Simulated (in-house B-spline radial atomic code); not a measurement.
Settings and results of a run for the phosphorus ion P⁸⁺. Method: non-relativistic SCAN, spin-polarised, spherical fractional occupations, point nucleus. Calculated with a radial B-spline atomic code at the basis-set limit.

Command:
```bash
python run_scf.py task.json out
```
Settings:
```
Z                15
configuration    [He] 2s2 2p3
hamiltonian      nr
method           scan,scan
spin_polarised   True
```

Output (hartree, bohr):
```
 radial grid: 38 intervals, B-splines of order 8, outer radius 4.5977 bohr

 iter        energy (Eh)    residual
    1        -305.612601    5.43e-02
    2        -305.614281    1.57e-03
    3        -305.614283    8.10e-04
    4        -305.614284    4.21e-04
    5        -305.614284    1.93e-05
    6        -305.614284    2.97e-06
    7        -305.614284    2.89e-07
    8        -305.614284    9.93e-08

 total energy                      -305.61428
 kinetic                             305.4196
 electron-nucleus                   -665.8543
 Hartree                              71.9790
 exchange-correlation                -17.1585

 orbital      occ     eigenvalue          <r>       <r^2>       <1/r>     <1/r^2>       r_max
 1s up      1.000       -86.6486     0.103879   0.0145061     14.5686     428.581     0.06805
 1s down    1.000       -86.2792     0.103338   0.0143377     14.6225     431.108     0.06793
 2s up      1.000       -14.4519      0.47393    0.263998     3.10769      39.777      0.3981
 2s down    1.000       -13.7627      0.48365    0.275112     3.02066     37.3329      0.4037
 2p up      3.000       -12.8954     0.422138     0.21746     3.02363      12.518       0.327
```

Run time, properties included: 0.08 s on 1 thread of Intel(R) Xeon(R) Platinum 8488C, on a shared host.
